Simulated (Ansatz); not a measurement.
F$_{2}$H$_{4}$Si$_{2}$ (`F[SiH](F)[SiH3]`). Total charge 0; spin multiplicity 1. The geometry is a stationary point of PBE0-D4/def2-TZVP.

```xyz
8

F    -1.987   -1.032   -0.071
Si   -0.715   -0.506    0.733
F     0.005   -1.785    1.354
Si    0.748    0.577   -0.741
H    -1.216    0.310    1.864
H     0.057    1.752   -1.334
H     1.941    1.040    0.014
H     1.166   -0.356   -1.818
```

(1) What is the dipole moment at PBE/def2-TZVPP? (An estimate is asked.)

(2) And with r2SCAN, B3LYP, ωB97M-V? (Best estimate.)

(3) Give the Mulliken charges with PBE, r2SCAN, B3LYP in def2-TZVPP. (An estimate is asked.)

Answers

(1) The calculation gave: 1.53 D, with components (0.63, 1.38, -0.15) D in this frame, pointing from negative to positive charge.

(2) The calculation gave: r2SCAN 1.58 D, B3LYP 1.66 D, ωB97M-V 1.64 D.

(3) Ansatz gave: 
| atom | PBE | r2SCAN | B3LYP |
| --- | --- | --- | --- |
| F1 | -0.27 | -0.31 | -0.31 |
| Si2 | 0.66 | 0.75 | 0.74 |
| F3 | -0.27 | -0.31 | -0.31 |
| Si4 | 0.05 | 0.13 | 0.11 |
| H5 | -0.09 | -0.10 | -0.09 |
| H6 | -0.03 | -0.05 | -0.05 |
| H7 | -0.03 | -0.05 | -0.05 |
| H8 | -0.03 | -0.05 | -0.04 |

B3LYP here is the variant with VWN-RPA as its local correlation; programs differ in this.
